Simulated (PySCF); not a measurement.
Geometry:
| atom | x (Å) | y (Å) | z (Å) |
| --- | --- | --- | --- |
| C1 | -0.407 | -1.213 | -1.419 |
| Si2 | -0.001 | -0.001 | -0.002 |
| C3 | 0.008 | 1.786 | -0.675 |
| C4 | -1.320 | -0.155 | 1.370 |
| C5 | 1.716 | -0.416 | 0.722 |
| H6 | -1.380 | -1.004 | -1.853 |
| H7 | -0.419 | -2.242 | -1.070 |
| H8 | 0.327 | -1.148 | -2.217 |
| H9 | 0.242 | 2.502 | 0.106 |
| H10 | -0.958 | 2.058 | -1.089 |
| H11 | 0.746 | 1.908 | -1.462 |
| H12 | -2.312 | 0.075 | 0.994 |
| H13 | -1.351 | -1.160 | 1.779 |
| H14 | -1.117 | 0.526 | 2.192 |
| H15 | 1.746 | -1.426 | 1.117 |
| H16 | 2.493 | -0.337 | -0.033 |
| H17 | 1.977 | 0.259 | 1.531 |

Geometry: GFN2-xTB; GIAO absolute shieldings from PySCF, gas phase, non-relativistic, averaged over equivalent atoms.

At PBE0/6-311G** (170 basis functions, about 13 core-seconds):
```csv
atoms,σ (ppm)
C1/C3/C4/C5,190.4
Si2,353.3
H6/H7/H8/H9/H10/H11/H12/H13/H14/H15/H16/H17,32.08
```

Q: Predict the values at PBE0/def2-SVPD on the same geometry.

A: 
| atoms | σ at PBE0/def2-SVPD | change |
| --- | --- | --- |
| C1/C3/C4/C5 | 194.1 | +3.7 |
| Si2 | 384.7 | +31.4 |
| H6/H7/H8/H9/H10/H11/H12/H13/H14/H15/H16/H17 | 31.88 | -0.20 |

The largest change is at Si2 (silicon bonded to 4 C). Cost: 200 basis functions, about 16 core-seconds.
